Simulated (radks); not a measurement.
Numerical settings for neutral copper, [Ar] 3d10 4s1. All-electron calculation, non-relativistic Kohn-Sham, PBE, spin-polarised, spherical densities, point nucleus; open shells are filled with parallel spins first. Program: a radial shooting solver on a logarithmic mesh with Libxc functionals. The defaults (mesh step 0.008 in ln r, mesh end at 40 bohr or more with all orbitals vanishing there, Anderson mixing 0.5 over 9 steps, residual threshold near 1e-9 with the energy settled to 1e-9 hartree or 1e-11 of itself, here a cap of 73 iterations) give E = -1640.2988 hartree and 4s at -4.828 eV in 18 iterations. Run on one thread of a shared host, so times are rough (Arm Neoverse V1): 0.18 s of CPU time, 0.18 s wall, 18 iterations on 2669 mesh points. Changes against that run (0 stands for a change within the tolerance of the run):

| setting | iterations | converged | E (mhartree) | e(4s) (meV) | CPU (s) |
|---|---|---|---|---|---|
| mesh step in ln r 0.012 | 18 | yes | 0 | 0 | 0.13 |
| mesh step in ln r 0.02 | 18 | yes | 0 | 0 | 0.09 |
| mesh step in ln r 0.12 | 2 | no | diverged | - | 0.01 |
| mesh end (bohr) 8 | 17 | yes | +1.94 | +126 | 0.16 |
| mesh end (bohr) 12 | 19 | yes | +0.0196 | +2.38 | 0.17 |
| residual threshold 1e-13 | 73 | no | 0 | 0 | 0.44 |
| residual threshold 0.001 | 12 | yes | 0 | -0.814 | 0.14 |
| mixing 1 | 14 | yes | 0 | 0 | 0.15 |
| linear mixing, mixing 1 | 73 | no | +5.29e+04 | -3.27e+05 | 2.1 |
| linear mixing, mixing 0.05 | 73 | no | +0.0566 | -51.2 | 0.58 |
| mixing history 20 | 25 | yes | 0 | 0 | 0.24 |
| iteration cap 2 | 2 | no | +428 | -7.21e+03 | 0.03 |

Settings that end as converged yet miss the energy by more than 1 mhartree: mesh end (bohr) 8 (+0.00194 hartree). A mesh that ends early acts as a hard wall.
